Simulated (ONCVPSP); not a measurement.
# Fe (Z = 26): one change to an ONCV potential, before and after

```json
{
  "Element": "iron",
  "Generator": "ONCVPSP 4.0.1",
  "Type": "optimised norm-conserving Vanderbilt (ONCV)",
  "Functional": "PBEsol",
  "Relativity": "scalar-relativistic",
  "Frozen core": "[Ne]",
  "Valence charge": "16",
  "Reference configuration": "3s2 3p6 3d6 4s0.5 (charge +1.5)",
  "Partial waves": "3s+4s: rc 1.05 bohr, ncon 4, nbas 7, qcut 14.3 1/bohr, 2 projectors; 3p: rc 1.25 bohr, ncon 3, nbas 6, qcut 13.5 1/bohr, 2 projectors, debl 2.4 Ha; 3d: rc 1.70 bohr, ncon 3, nbas 8, qcut 7.6 1/bohr, 3 projectors, debl 3.1 Ha",
  "Local potential": "polynomial inside 0.75 bohr (lpopt 4, dvloc0 0 Ha)",
  "Core correction": "none"
}
```

In the p channel the program set the typed energies aside and used -2.692, 0.250 Ha.

All-electron outer shells of the reference configuration (PBEsol, scalar-relativistic, ld1.x):

| shell | level (eV) | outermost node (bohr) | outermost maximum (bohr) |
| --- | --- | --- | --- |
| 2p | -711.13 | – | 0.18 |
| 3s | -107.08 | 0.33 | 0.70 |
| 3p | -73.26 | 0.30 | 0.72 |
| 3d | -20.70 | – | 0.71 |
| 4s | -16.10 | 1.00 | 2.21 |

Change: d: ncon 5, nbas 10.

Cutoffs: the cutoffs (Ha) at which the residual kinetic energy of the hardest occupied pseudo-wave falls to 1 and 0.1 mHa per electron; they do not see the model core or the augmentation charge, which bear on the density cutoff. Errors are all-electron minus pseudo energies relative to the spin-unpolarised reference configuration.

Task: Predict the effect on cutoff, ghosts and configuration errors.

Result: The potential gets harder (61 Ha and 72 Ha → 61 Ha and 124 Ha); the errors of the 4 common tests hardly move; neither file shows a bound ghost.

| quantity | base | changed |
| --- | --- | --- |
| cutoff, loose | 61 Ha | 61 Ha |
| cutoff, tight | 72 Ha | 124 Ha |
| loose cutoff by channel | s 61 Ha, p 34 Ha, d 26 Ha | s 61 Ha, p 34 Ha, d 39 Ha |
| bound ghosts | none | none |
| GHOST(+) flags under 300 eV | none | none |
| error for 3s2 3p6 3d6 4s2, meV [ΔE -15.85 eV] | +9.4 | +8.0 |
| error for 3s2 3p6 3d6 4s1, meV [ΔE -7.10 eV] | +1.6 | +1.5 |
| error for 3s2 3p6 3d6 4s0, meV [ΔE 9.02 eV] | +0.7 | +0.7 |
| error for 3s2 3p6 3d6 4s1 4p1, meV [ΔE -11.71 eV] | +4.1 | +3.5 |
| s: phases at 1.07 bohr within 0.05 rad from the reference energy up to (Ha; the scan ends near 5) | to the end of the scan | to the end of the scan |
| p: phases at 1.27 bohr within 0.05 rad from the reference energy up to (Ha; the scan ends near 5) | to the end of the scan | to the end of the scan |
| d: phases at 1.72 bohr within 0.05 rad from the reference energy up to (Ha; the scan ends near 5) | to the end of the scan | to the end of the scan |
